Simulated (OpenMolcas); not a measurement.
# Mo3+: effect of the basis set

```json
{"Program": "OpenMolcas", "Method": "SS-CASPT2, IPEA 0.25 Eh, imaginary shift 0.1 Eh (closed shells correlated: 4s 4p)", "Active space": "3 electrons in 10 orbitals (4d 5d)", "State averaging": "2S+1 = 4 even, 10 roots; 2S+1 = 2 even, 40 roots", "Spin-orbit coupling": "state interaction with AMFI integrals over the reference wave functions, term energies averaged over their components"}
```

A. ANO-R2 [7s5p4d2f1g], X2C, finite nucleus; CASPT2 step of the order of 4 core-minutes
B. ANO-RCC-VTZP [7s6p4d2f1g], DKH2, point nucleus; CASPT2 step about 7 core-minutes
C. ANO-RCC-VQZP [8s7p5d3f2g1h], DKH2, point nucleus; CASPT2 step of the order of 7 core-minutes

Energies in cm⁻¹ above 4d³ ⁴F_3/2, the measured ground level; measured values from Sugar and Musgrove, J. Phys. Chem. Ref. Data 17, 155 (1988).

| Level | A | B | C | Measured |
| --- | --- | --- | --- | --- |
| 4d³ ⁴F_3/2 | 0.0 | 0.0 | 0.0 | 0.0 |
| 4d³ ⁴F_5/2 | 778 | 763 | 761 | 778 |
| 4d³ ⁴F_7/2 | 1760 | 1728 | 1720 | 1760 |
| 4d³ ⁴F_9/2 | 2870 | 2830 | 2810 | 2865 |
| 4d³ ⁴P_3/2 | 10440 | 10530 | 10420 | 10331 |
| 4d³ ⁴P_1/2 | 10490 | 10550 | 10480 | 10338 |
| 4d³ ²G_7/2 | 11780 | 11890 | 11480 | 11580 |
| 4d³ ⁴P_5/2 | 11830 | 11850 | 11800 | 11612 |
| 4d³ ²G_9/2 | 12560 | 12670 | 12260 | 12311 |
| 4d³ ²P_1/2 | 14000 | 14220 | 13810 | 14348 |
| 4d³ ²H_9/2 | 16500 | 16650 | 16170 | 15995 |
| 4d³ ²H_11/2 | 16930 | 17080 | 16600 | 16357 |
| 4d³ ²D_3/2(1) [65 %] | 17160 | 17340 | 16940 | 17107 |
| 4d³ ²D_5/2(1) | 17210 | 17390 | 17000 | 16809 |
| 4d³ ²F_7/2 | 25450 | 25700 | 25260 | 24787 |
| 4d³ ²F_5/2 | 25780 | 26030 | 25590 | 25100 |
| 4d³ ²D_5/2(2) | 40330 | 40770 | 40220 | 38922 |
| 4d³ ²D_3/2(2) | 40670 | 41110 | 40560 | 39231 |

Deviations, from unrounded energies. A percentage is the sum of absolute deviations over the sum of measured energies, with the sign that they share, or ± where signs differ.

```
                        Against measurement  Levels     A     B     C
             mean absolute deviation (cm-1)      17   410   550   330
      fine structure of the ground term (%)       3  +0.2  -1.6  -2.1
other terms of the ground configuration (%)      14  ±2.6  ±3.5  ±2.1
```

C lies closest to measurement on these levels and B furthest from it. The largest miss of C in the table is 4d³ ²D_3/2(2), by +1300 cm-1. The ranking rests on the paired levels alone, and a cruder setting can come out closer through cancelling errors.

The two smallest mean deviations differ by little beside CASPT2's spread within terms, so their order carries little weight.

Among A to C the level of the table that moves most is 4d³ ²D_3/2(2), by 550 cm-1 (lowest in C, highest in B). Moves below CASPT2's spread within the term are not significant.

CASPT2 does not keep the components of a term degenerate, so their means are used; among the terms shown or strongly mixed into the levels shown the widest spread is 500 cm-1 (4d³ ⁴F, A). Active for correlation alone: 5d; no level in the range computed is led by a configuration that fills it, so any true level of that kind is missing. The CASPT2 spread within a term exceeds the gap to the next term for 4d³ ²H and 4d³ ²D(1), so the order of their levels is uncertain (holds for A; B). Computed and measured levels are paired by configuration, term and J; levels that our copy of the source lacks, or whose pairing is in doubt (as where it misses far off the trend of its configuration), stay unpaired and out of the deviations. Only configurations of the active space appear. Levels that lie high or do not pair safely by name in every column are left out.

A share in square brackets marks a mixed level and gives the weight of the term that names it, the lowest over the columns. A number in round brackets counts repeated terms of one configuration in the order of the reference energies.
